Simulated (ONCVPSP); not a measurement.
Bi ONCV: all-electron and pseudo phase curves

- Element: bismuth
- Generator: ONCVPSP 4.0.1
- Type: optimised norm-conserving Vanderbilt (ONCV)
- Functional: PBE
- Relativity: fully relativistic
- Frozen core: [Xe] 4f14 5d10
- Valence charge: 5
- Reference configuration: 6s1 6p4
- Partial waves: 6s: rc 1.80 bohr, ncon 4, nbas 9, qcut 3.2 1/bohr, 2 projectors, debl 2.4 Ha; 6p: rc 2.45 bohr, ncon 5, nbas 9, qcut 3.3 1/bohr, 2 projectors, debl 1.3 Ha
- Local potential: polynomial inside 1.35 bohr (lpopt 5, dvloc0 3 Ha)
- Core correction: Teter function, fcfact 6, rcfact 1.6

Open shells are filled in proportion to 2j + 1.

The phase is arctan(r·R′/R) of the radial function R(r), unwrapped; energies in Ha, scanned from -2 to 5 Ha. A pole is an energy at which the radial function vanishes at the test radius. The pseudo phase is shifted by a multiple of π to meet the all-electron one at the reference energy, and phase errors are pseudo minus all-electron; the curves can meet again beyond the range given. Levels narrower than the energy grid can be missing from the lists of poles.

| channel | radius (bohr) | reference energy (Ha) | poles, all-electron | poles, pseudo | unbroken range about the reference energy with phases within 0.05 rad | phase error 1 Ha above the reference energy (rad) |
| --- | --- | --- | --- | --- | --- | --- |
| s | 1.83 | -0.57 | 2.52 | -1.15, 2.52 | above -1.1 | +0.000 |
| p3/2 | 2.49 | -0.17 | 1.20 | 1.20 | below 2.9 | -0.000 |
| p1/2 | 2.49 | -0.25 | 0.80 | 0.80, 2.26 | below 2.0 | -0.000 |

Note: ghosts flagged at negative energy: s at -31.4 eV; GHOST(+) flagged for p3/2 at 34.4 eV, p1/2 at 61.0 eV. A true bound ghost makes a file unfit for plane-wave use.

Phases in the s channel:

```tsv
E (Ha)	all-electron	pseudo
-1.98	0.911	4.037
-1.62	0.691	3.812
-1.26	0.302	3.392
-0.90	-0.268	-0.263
-0.54	-0.761	-0.761
-0.18	-1.054	-1.054
0.18	-1.223	-1.223
0.54	-1.328	-1.328
0.90	-1.400	-1.400
1.26	-1.453	-1.453
1.62	-1.494	-1.494
1.98	-1.528	-1.528
2.34	-1.558	-1.558
2.70	-1.584	-1.584
3.06	-1.609	-1.610
3.42	-1.634	-1.636
3.78	-1.660	-1.663
4.14	-1.688	-1.695
4.50	-1.721	-1.735
4.86	-1.760	-1.790
```
